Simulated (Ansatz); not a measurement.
Ansatz (a first-principles code) input (BHLYP/def2-TZVPD):

Ansatz 0.2 input:
```yaml
crystal:
  periodic: [false, false, false]
  atoms:
    - {symbol: C, position_ang: [1.91888981, -2.25485587, 1.56721294]}
    - {symbol: C, position_ang: [1.14785210, -1.34896913, 0.93741953]}
    - {symbol: C, position_ang: [0.43884800, -0.51600085, 0.35837468]}
    - {symbol: C, position_ang: [-0.32967613, 0.38687152, -0.26941064]}
    - {symbol: C, position_ang: [-1.02661763, 1.20520647, -0.83921521]}
    - {symbol: C, position_ang: [-1.85567057, 2.18142605, -1.51544813]}
    - {symbol: H, position_ang: [2.61082921, -2.87963713, 1.01633734]}
    - {symbol: H, position_ang: [1.86744570, -2.38270886, 2.64126252]}
    - {symbol: H, position_ang: [-1.81019266, 2.05272465, -2.59955952]}
    - {symbol: H, position_ang: [-2.90047276, 2.08863141, -1.20784807]}
    - {symbol: H, position_ang: [-1.52936317, 3.19892094, -1.28379142]}
basis:
  gaussian:
    orbitals: def2-TZVPD
hamiltonian:
  xc: {name: BHLYP}
magnetization: {spin_polarized: true, initial_magnetization: 1}
output: {forces: true}
```

Output:

```
Functional definition: BHLYP
integrals: 0.18 GiB planned
1629 factors; their error is unknown
mean field: 2.31 GiB planned
mean field evaluation 1: about -6291.8789 eV, gradient 3.3e1 eV
mean field evaluation 2: about -6295.2295 eV, gradient 2.1e1 eV
mean field evaluation 4: about -6297.3653 eV, gradient 2.9e0 eV
mean field evaluation 8: about -6297.4294 eV, gradient 3.1e-1 eV
mean field evaluation 16: about -6297.4766 eV, gradient 4.7e-3 eV
mean field -6297.47661633 eV, -231.4279970673 hartree, gradient 3.6e-5 eV, S^2 0.836605; 0 other end points of the search recorded, 1 dependent functions left out
the calculation of the forces begins
reference -6297.47682669 eV, -231.4280047979 hartree; 21, 20 occupied and 245, 246 virtual orbitals, 1629 factors
Total energy: -6297.47682669 eV, -231.4280047979 hartree
Atom 0 at     1.918890    -2.254856     1.567213 Å, force     0.081474    -0.095873     0.066105 eV/Å
Atom 1 at     1.147852    -1.348969     0.937420 Å, force    -0.509551     0.598481    -0.415792 eV/Å
Atom 2 at     0.438848    -0.516001     0.358375 Å, force     0.664967    -0.781203     0.543191 eV/Å
Atom 3 at    -0.329676     0.386872    -0.269411 Å, force    -0.798746     0.937913    -0.653124 eV/Å
Atom 4 at    -1.026618     1.205206    -0.839215 Å, force     0.703272    -0.826903     0.572756 eV/Å
Atom 5 at    -1.855671     2.181426    -1.515448 Å, force    -0.153601     0.189160    -0.115581 eV/Å
Atom 6 at     2.610829    -2.879637     1.016337 Å, force    -0.193116     0.179353     0.124832 eV/Å
Atom 7 at     1.867446    -2.382709     2.641263 Å, force    -0.004964     0.053546    -0.286324 eV/Å
Atom 8 at    -1.810193     2.052725    -2.599560 Å, force     0.001895     0.013900     0.281309 eV/Å
Atom 9 at    -2.900473     2.088631    -1.207848 Å, force     0.274650     0.003584    -0.068476 eV/Å
Atom 10 at    -1.529363     3.198921    -1.283791 Å, force    -0.066281    -0.271959    -0.048895 eV/Å
Dipole moment:    -0.141990     0.167646    -0.115365 e Å
```

It need not be the lowest isomer of its formula.
